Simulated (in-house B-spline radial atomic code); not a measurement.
## Nb7+: [Ar] 3d10 4s1 4p4 5d1 (an excited or competing configuration)

Method: Dirac-Hartree-Fock, average of configuration, Fermi nucleus of rms radius 4.324 fm. Calculated with a B-spline radial code for spherical atoms.

Z_r = [3n² - l(l+1)]/(2<r>); Z_e = n√(-2ε); the last column is Slater's effective charge. Values are occupation-weighted means over j. An effective charge above Z reflects the relativistic contraction of the inner shells.

```csv
shell,electrons,ε (eV),<r> (bohr),Z_r,Z_e,Slater
1s,2,-19226,0.03608,41.57,37.59,40.70
2s,2,-2869.1,0.1573,38.13,29.04,36.85
2p,6,-2570.2,0.1376,36.34,27.49,36.85
3s,2,-610.69,0.4397,30.71,20.10,29.75
3p,6,-510.14,0.442,28.28,18.37,29.75
3d,10,-345.12,0.4284,24.51,15.11,19.85
4s,1,-178.81,1.078,22.27,14.50,14.30
4p,4,-146.29,1.159,19.85,13.12,14.30
5d,1,-52.248,2.818,12.24,9.80,8.00
```

The least bound orbital is 5d5/2 at -52.2 eV, and it is also the most diffuse (<r> = 2.821 bohr).

Spin-orbit splittings of the orbital energies (j = l + 1/2 above j = l - 1/2 when positive): 2p 96.45 eV, 3p 16.32 eV, 3d 3.013 eV, 4p 2.794 eV, 5d 0.1308 eV.

For the 1s electron the small component carries 2.23 % of the norm, the zero-frequency Breit interaction raises the level by 35.8 eV, self-energy by 19.49 eV, and vacuum polarisation lowers it by 2.213 eV.
